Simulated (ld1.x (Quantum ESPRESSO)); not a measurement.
**Which setting gave this result? (zinc (Zn), PAW)**

Base potential:

Zn (Z = 30), PAW, made with ld1.x (Quantum ESPRESSO) 7.5 (BP86, scalar-relativistic). Core [Ar], reference 3d10 4s2 4p0. Waves: 4s (bound): rcut 1.95, rcutus 2.05 bohr; 4s channel at 0.45 Ry: rcut 1.95, rcutus 2.05 bohr; 4p (bound, empty): rcut 2.45, rcutus 3.25 bohr; 4p channel at 1.05 Ry: rcut 2.45, rcutus 3.25 bohr; 3d (bound): rcut 0.85, rcutus 1.05 bohr; 3d channel at 0.05 Ry: rcut 0.85, rcutus 1.05 bohr; 4f channel at -0.15 Ry: rcut 2.20, rcutus 2.65 bohr. Local part: all-electron potential smoothed inside 2.10 bohr (lloc = -2). Core correction: Bessel-smoothed model core inside 0.90 bohr. Augmentation charge: BESSEL, radius 0.85 bohr.

Cutoffs, loose and tight: the cutoffs (Ry, on a coarse ladder) from which the occupation-weighted sum of valence levels, in a spherical-Bessel basis at the reference potential, stays within 10 and 1 mRy of its value at 400 Ry. They do not see the model core or the augmentation charge, which bear on the density cutoff. Test errors are all-electron minus pseudo excitation energies from the reference, over the configurations 3d10 4s1 4p0; 3d10 4s0 4p0; 3d9 4s0 4p0; 3d9 4s2 4p1; 3d10 4s0 4p1; 3d10 4s1.5 4p0; 3d8 4s0 4p0; variants that change the core or the reference have their own tests.

Only the scale of all radii but the core radius (base = 1) is moved (1 further runs of the sweep failed or gave no value and are left out):

```json
{"scale of all radii but the core radius (base = 1)": "0.82", "cutoff, loose": "200 Ry", "cutoff, tight": "over 300 Ry", "bound ghosts": "none", "largest test error (meV)": "-995"}
{"scale of all radii but the core radius (base = 1)": "0.91", "cutoff, loose": "180 Ry", "cutoff, tight": "300 Ry", "bound ghosts": "none", "largest test error (meV)": "-1033"}
{"scale of all radii but the core radius (base = 1)": "1", "cutoff, loose": "140 Ry", "cutoff, tight": "230 Ry", "bound ghosts": "none", "largest test error (meV)": "-1102"}
{"scale of all radii but the core radius (base = 1)": "1.08", "cutoff, loose": "120 Ry", "cutoff, tight": "180 Ry", "bound ghosts": "none", "largest test error (meV)": "-1185"}
{"scale of all radii but the core radius (base = 1)": "1.14", "cutoff, loose": "100 Ry", "cutoff, tight": "180 Ry", "bound ghosts": "none", "largest test error (meV)": "-1261"}
{"scale of all radii but the core radius (base = 1)": "1.23", "cutoff, loose": "90 Ry", "cutoff, tight": "140 Ry", "bound ghosts": "none", "largest test error (meV)": "-1408"}
{"scale of all radii but the core radius (base = 1)": "1.38", "cutoff, loose": "55 Ry", "cutoff, tight": "90 Ry", "bound ghosts": "none", "largest test error (meV)": "-1731"}
```

One more run gave cutoff, loose: 70 Ry; cutoff, tight: 110 Ry; bound ghosts: none; largest test error (meV): -1530. Which value of the scale of all radii but the core radius (base = 1) was used?

1.3. The loose cutoff moves one way along this sweep, from 200 Ry at 0.82 to 55 Ry at 1.38, which places the run between 1.23 and 1.38.
